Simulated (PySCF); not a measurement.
# Vertical excitation energies

C2H9FSSi2.
InChI=1S/C2H9FSSi2/c3-1-2-6-4-5/h1-2,6H2,5H3

Computed with TDDFT PBE0/def2-SVPD, vertical, gas phase, core orbitals frozen in the response (PySCF 2.14.0, density-fitted response routines). Isolated species at its GFN2-xTB geometry (one conformer only). Torsions of this conformer, `[F:1][CH2:2][CH2:3][SiH2:4][S:5][SiH3:6]`: F1–C2–C3–Si4 -53°, C2–C3–Si4–S5 -173°, C3–Si4–S5–Si6 -178°.

Problem. What does the calculation give for the low-lying excited states?

Solution. 

```tsv
state	E (eV)	E (hartree)	f	|μ| (D)	main configurations (H = HOMO, L = LUMO)
S1	5.80	0.2133	0.014	0.79	H→L (98%)
S2	6.12	0.2248	0.0003	0.11	H→L+1 (94%)
S3	6.33	0.2328	0.0003	0.11	H→L+2 (92%)
S4	6.81	0.2504	0.0004	0.13	H→L+3 (91%)
S5	7.10	0.2609	0.029	1.03	H→L+5 (82%)
S6	7.26	0.2669	0.047	1.30	H-1→L (74%), H→L+4 (15%)
S7	7.27	0.2673	0.023	0.92	H→L+4 (73%), H-1→L (12%)
S8	7.57	0.2782	0.0013	0.22	H→L+6 (66%), H→L+7 (20%)
```

Triplets (Tamm–Dancoff): T1 5.47 eV, H→L (96%); T2 5.88 eV, H→L+1 (81%); T3 6.11 eV, H→L+2 (85%), H→L+1 (9%).

The lowest singlet comes at 214 nm (560 kJ/mol) in the ultraviolet; it is weak; its leading configuration is HOMO→LUMO (98%). The strongest level in the table is S6 at 7.26 eV (171 nm, f = 0.047). Löwdin shares by element: HOMO sulfur 70%, silicon 19%; LUMO silicon 40%, sulfur 21%, hydrogen 8% or more (atoms not listed hold the other 32%). The listed states span 1.77 eV, and the widest gap between neighbours is 0.48 eV (S3 to S4). The oscillator strengths of these states sum to 0.115; summed over the whole spectrum of an exact calculation they would give the number of electrons, 74 (Thomas–Reiche–Kuhn). Weighted by f, the mean energy of these states is 7.05 eV. The window holds the lowest 8 singlets.
